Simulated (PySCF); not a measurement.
Species: C2H4B2F2Si.
SMILES: `FB(C#C)B[SiH2]F`

Torsions of this conformer, `[CH:1]#[C:2][B:3]([F:4])[BH:5][SiH2:6][F:7]`: C2–B3–B5–Si6 -86°, B3–B5–Si6–F7 -1°.

The closed-shell ground state was solved at several levels (PySCF, density fitting, gas phase, non-relativistic). Geometry: PBE0-D3(BJ)/def2-SVP, one conformer, isolated molecule.

| level | basis functions | HOMO (eV) | LUMO (eV) | gap (eV) | dipole (D) |
| --- | --- | --- | --- | --- | --- |
| PBE0/cc-pVTZ | 270 | -8.06 | -2.83 | 5.23 | 2.24 |
| PBE0/6-31G* | 110 | -7.80 | -2.54 | 5.26 | 2.20 |
| PBE0/def2-SVP | 122 | -8.03 | -2.80 | 5.23 | 2.28 |
| PBE0/pcSseg-2 | 315 | -8.11 | -2.89 | 5.22 | 2.41 |
| B3LYP/def2-TZVP | 247 | -7.87 | -3.02 | 4.85 | 2.28 |
| B3LYP/6-31G* | 110 | -7.53 | -2.64 | 4.89 | 2.15 |
| PBE0/cc-pVDZ | 122 | -7.96 | -2.74 | 5.22 | 2.24 |

(1) What might B3LYP/cc-pVTZ (270 basis functions) give for the same quantities?

(2) How much does the basis alone move the frontier levels among the 5 PBE0 rows?

(3) How far do the dipole and the HOMO energy spread over the levels?

## Answers

(1) HOMO -7.85 eV, LUMO -2.99 eV, gap 4.86 eV, dipole 2.22 D.

(2) The HOMO by 0.31 eV and the LUMO by 0.35 eV. By rising basis size (HOMO, LUMO in eV): 6-31G* -7.80, -2.54; def2-SVP -8.03, -2.80; cc-pVDZ -7.96, -2.74; cc-pVTZ -8.06, -2.83; pcSseg-2 -8.11, -2.89.

(3) The dipole runs from 2.15 to 2.41 D (mean 2.25 D) and the HOMO from -8.11 to -7.53 eV.
